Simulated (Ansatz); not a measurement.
Molecule: GeF2, net charge -1, doublet state. 
Structure (B3LYP-D3(BJ)/def2-TZVP (Ansatz, an electronic-structure program) minimum search):
```xyz
3

Ge    -0.0056     0.0011     0.4493
F      0.7049     1.1928    -0.7930
F     -0.6848    -1.1968    -0.8045
```
Charge -1, spin multiplicity 2.

Total electronic energies in hartree. Correlated levels leave the core frozen unless marked. UHF or UKS for open shells. Spin-orbit coupling is left out. Frozen are the shells of the preceding noble gas and the d and f shells that filled before the atom's block. No relativistic terms. CBS(X,Y): correlation extrapolated as X^-3; Hartree-Fock from the larger set. The bracket is a focal-point correction in the basis named.

```csv
level,program,energy (Eh)
RI-HF/cc-pVTZ,Ansatz,-2274.44457
BLYP-D4/def2-TZVPD,Ansatz + dftd4,-2276.95274
B3LYP-D4/def2-TZVPD,Ansatz + dftd4,___
PBE0/STO-3G,Ansatz,-2249.26260
PBE0/def2-QZVPP,Ansatz,-2276.48977
B2GP-PLYP-D4/def2-TZVPD,Ansatz + dftd4,-2276.20071
B2PLYP-D3(BJ)/def2-TZVPD,Ansatz + dftd3,___
MP2/6-31G,Ansatz,-2274.24401
MP2/cc-pVTZ,Ansatz,-2275.05087
RI-MP2/aug-cc-pVTZ,Ansatz,-2275.08845
SCS-MP2/aug-cc-pVDZ,Ansatz,-2274.82382
CCSD/aug-cc-pVTZ,Ansatz,-2275.09122
CCSD/cc-pVQZ,Ansatz,-2275.13804
CCSD(T)/cc-pVTZ,Ansatz,-2275.07552
"RI-MP2/CBS(aug-cc-pVTZ,aug-cc-pVQZ)+[CCSD(T)-MP2]/aug-cc-pVTZ",Ansatz,-2275.2135
```

Some entries are withheld; supply them.


- B3LYP-D4/def2-TZVPD, energy (Eh): -2276.94517
- B2PLYP-D3(BJ)/def2-TZVPD, energy (Eh): -2276.38177
